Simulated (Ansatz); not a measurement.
Isolated molecules relaxed with PBE0-D4/def2-TZVP in Ansatz; ΔE leaves out vibrations. CBS: MP2 limit from def2 TZ/QZ plus the TZ coupled-cluster correction, frozen cores. This one scheme is used for every species, atoms too. For atomizations the MP2-based limit and the directly extrapolated one differ by several kJ/mol either way, and by 10 to 25 for some Ge, Se and Sn compounds, so smaller differences from it don't rank the levels. DFT in def2-TZVPP. B3LYP here is the variant with VWN-RPA as its local correlation; programs differ in this. HSE06 is defined as in plane-wave codes. No spin–orbit coupling; open shells (•) take unrestricted orbitals. Spin–orbit coupling would lower the free atoms: a little for C, F, Si. Each species was taken in one conformer, which may not be the lowest.

Reaction (atomization): `[CH2][SiH](N)F`• → C• + F• + 5 H• + N• + Si•

```csv
level,ΔE (kJ/mol),difference from CCSD(T)/CBS
LDA (SPW92),3694.4,421.9
PBE-D4,3305.0,32.5
revPBE-D4,3227.0,-45.5
BLYP-D4,3266.1,-6.4
r2SCAN-D4,3274.5,2.0
B97M-V,3272.1,-0.4
PBE0-D4,3253.3,-19.2
B3LYP-D4,3273.1,0.6
r2SCANh-D4,3254.8,-17.7
r2SCAN0-D4,3226.5,-46.0
HSE06-D4,3255.2,-17.3
BHLYP-D4,3190.0,-82.5
ωB97X-V,3279.1,6.6
ωB97M-V,3277.5,5.0
PBE-QIDH,3233.1,-39.4
revPBE,3179.3,-93.2
BLYP,3232.5,-40.0
r2SCAN,3270.9,-1.6
PBE0,3240.8,-31.7
B3LYP,3248.9,-23.6
r2SCAN0,3222.3,-50.2
HSE06,3243.6,-28.9
BHLYP,3172.0,-100.5
CAM-B3LYP,3282.8,10.3
LC-ωPBE,3262.3,-10.2
HF/def2-SVP,2369.4,-903.1
MP2/def2-SVP,3055.9,-216.6
CCSD/def2-SVP,2996.2,-276.3
CCSD(T)/def2-SVP,3019.3,-253.2
HF/def2-TZVPP,2405.3,-867.2
MP2/def2-TZVPP,3221.2,-51.3
SCS-MP2/def2-TZVPP,3218.5,-54.0
CCSD/def2-TZVPP,3136.7,-135.8
CCSD(T)/def2-TZVPP,3175.0,-97.5
HF/def2-QZVPP,2414.3,-858.2
MP2/def2-QZVPP,3280.3,7.8
SCS-MP2/def2-QZVPP,3284.6,12.1
HF/CBS(def2),2415.6,-856.9
MP2/CBS(def2),3318.7,46.2
CCSD/CBS(def2),3234.2,-38.3
CCSD(T)/CBS,3272.5,0
```

Largest T1 diagnostic among the species: 0.012.

At CCSD(T), def2-SVP lies −253.2 kJ/mol from the extrapolated value and def2-TZVPP −97.5 kJ/mol: correlation converges slowly with the basis, and small sets miss more of it in the bonded molecule than in its fragments. From PBE to PBE0 (25 % exact exchange), in def2-TZVPP and without D4, ΔE moves by −49.2 kJ/mol: exact exchange takes away binding that semilocal exchange gives to molecules. The D4 term adds +24.3 kJ/mol with B3LYP and +12.5 kJ/mol with PBE0; it sums over pairs of atoms, weighted by their polarisabilities, and B3LYP, whose exchange is more repulsive, gets the larger term.
